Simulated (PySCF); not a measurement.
# Relaxation of singlet Sn₂O

Level of theory: PBE/[O def2-SVP, Sn def2-SVP with ECP28], scalar-relativistic core potentials, density fitting, no spin–orbit coupling, PySCF. A (50,194) grid was used.

A hand-made bent start, of C2v symmetry, held to at least that symmetry:

```xyz
3
charge 0 multiplicity 1, angstrom
O     0.0000    0.0000   -1.0916
Sn    1.6629    0.0000    0.0728
Sn   -1.6629    0.0000    0.0728
```

At each step, columns x, y, z (Å) and Fx, Fy, Fz (eV/Å):

```
step 0  E − E(last) = 52.71 kJ/mol
O    0.000   0.000  -1.092   0.000   0.000  -1.499
Sn   1.663   0.000   0.073  -0.824   0.000   0.749
Sn  -1.663   0.000   0.073   0.824   0.000   0.749
step 1  E − E(last) = 21.20 kJ/mol
O    0.000   0.000  -1.204   0.001   0.000  -0.487
Sn   1.584   0.000   0.129  -1.098   0.000   0.243
Sn  -1.584   0.000   0.129   1.097   0.000   0.244
step 2  E − E(last) = 4.31 kJ/mol
O    0.000   0.000  -1.369   0.000   0.000   0.986
Sn   1.415   0.000   0.212   0.076   0.000  -0.493
Sn  -1.415   0.000   0.212  -0.076   0.000  -0.493
step 3  E − E(last) = 0.50 kJ/mol
O    0.000   0.000  -1.304   0.000   0.000   0.082
Sn   1.464   0.000   0.179  -0.288   0.000  -0.041
Sn  -1.464   0.000   0.179   0.288   0.000  -0.041
step 4  E − E(last) = 0.03 kJ/mol
O    0.000   0.000  -1.311  -0.001   0.000   0.041
Sn   1.449   0.000   0.182  -0.075   0.000  -0.020
Sn  -1.449   0.000   0.182   0.076   0.000  -0.021
step 5  E − E(last) = 0.00 kJ/mol
O    0.000   0.000  -1.312   0.000   0.000   0.002
Sn   1.445   0.000   0.183   0.003   0.000  -0.001
Sn  -1.445   0.000   0.183  -0.003   0.000  -0.001
```

It ends at C2v with O–Sn 2.078 Å (×2), Sn–Sn 2.889 Å; O–Sn–Sn 46.0° (×2), Sn–O–Sn 88.1°. A frequency run shows a minimum. Other isomers or separated fragments may lie lower.

The relaxation took roughly 22 core-seconds on a shared host.
